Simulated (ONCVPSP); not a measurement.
Potentials for B (Z = 5) compared

Generated with ld1.x 7.5 (TM, RRKJ, ultrasoft, PAW), atompaw 4.2 or ONCVPSP 4.0.1. The cutoff is in Ry: for ld1.x and atompaw files where the sum of valence levels is converged to 10 mRy in a Bessel basis, for ONCV files where the hardest occupied wave has 1 mHa per electron of residual kinetic energy. The error is the largest all-electron minus pseudo excitation energy over each file’s own four to seven test configurations (ionisations up to +4, promotions, holes and added fractions of an electron), all of which were solved. The labels leave out finer settings (local radius, basis sizes, second energies), which also bear on the numbers. Spin-polarised tests are not counted. The rows are a selection from randomly drawn settings: files with unsolved tests, undetermined cutoffs or missed reference levels are left out.

```csv
potential,cutoff (Ry),largest error (meV),bound ghosts
"ONCV, PBEsol, scalar-relativistic, rc 1.50/3.85 (sp), local smoothed, core correction yes, reference 2s2 2p1, qcut 5.5/3.7, projectors 1/2",22,+618,none
"ONCV, PBE, non-relativistic, rc 1.45/1.25/1.35 (spd), local smoothed, core correction yes, reference 2s2, qcut 4.1/7.2/6.4, projectors 1/2/1",22,+75,none
"ONCV, PBE, scalar-relativistic, rc 1.10/4.00/3.30 (spd), local s, core correction yes, reference 2s1 2p2, qcut 7.5/3.2/3.4, projectors 0/1/1",24,+1524,none
"ONCV, PW91, fully relativistic, rc 1.40/3.95/3.15 (spd), local smoothed, core correction no, reference 2s2 2p1, qcut 4.5/3.9/2.7, projectors 2/2/2",22,+629,none
```

Fill in the row for B: ONCV, PBE, scalar-relativistic, rc 1.60/3.40/3.35 (spd), local smoothed, core correction yes, reference 2s1.5 2p1.5, qcut 3.1/4.3/2.6, projectors 3/1/3.

cutoff 61 Ry, largest error +590 meV, bound ghosts: none.

Fill in the row for B: ONCV, PBE, scalar-relativistic, rc 1.35/1.40/1.15 (spd), local smoothed, core correction no, reference 2s1, qcut 5.6/5.8/8.6, projectors 1/3/2.

cutoff 26 Ry, largest error +219 meV, bound ghosts: none.

Fill in the row for B: ONCV, LDA (Perdew-Zunger), scalar-relativistic, rc 1.20/3.95/4.25 (spd), local smoothed, core correction yes, reference 2s2 2p1, qcut 6/4.3/2.6, projectors 2/3/2.

cutoff 25 Ry, largest error +563 meV, bound ghosts: none.
